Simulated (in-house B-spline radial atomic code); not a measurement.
Configurations of Nb³⁺, with energies counted from [Kr] 4d2. All numbers are computed (scalar-relativistic (X2C) wB97X, spin-polarised, spherical fractional occupations; Fermi nucleus of rms radius 4.324 fm) with a B-spline radial code for spherical atoms, not measured. Shells without spins written out take the highest spin.

Caution: exact exchange at fractional occupations of open shells leaves self-interaction of up to several eV.

Occupations are held fixed; configurations that lie above the ionisation limit could autoionise.

```csv
configuration,E - E(ref) (eV),highest orbital,its <r> (bohr)
[Ar] 3d10 4s2 4p5 4d3,35.342,4d up,1.655
[Ar] 3d10 4s2 4p5 4d2 5d1,59.383,5d up,4.374
"[Ar] 3d10 4s2 4p(3 up, 2 down) 4d(2 up, 0 down) 4f(1 up, 0 down)",61.763,4f up,3.932
"[Ar] 3d(4 up, 5 down) 4s2 4p6 4d(2 up, 0 down) 4f(1 up, 0 down)",239.56,4f up,3.952
[Ar] 3d9 4s2 4p6 4d2 5f1,243.38,5f up,7.026
```

Q: Order these further configurations by energy, lowest first.
A. [Kr] 4d1 5s1
B. [Ar] 3d9 4s2 4p6 4d2 5p1
C. [Ar] 3d(4 up, 5 down) 4s2 4p6 4d(0 up, 2 down) 5f(1 up, 0 down)
D. [Kr] 4d(1 up, 1 down)
E. [Ar] 3d9 4s2 4p6 4d2 5d1

A: D (2.3545 eV), A (4.6946 eV), B (228.33 eV), E (236.58 eV), C (243.56 eV).
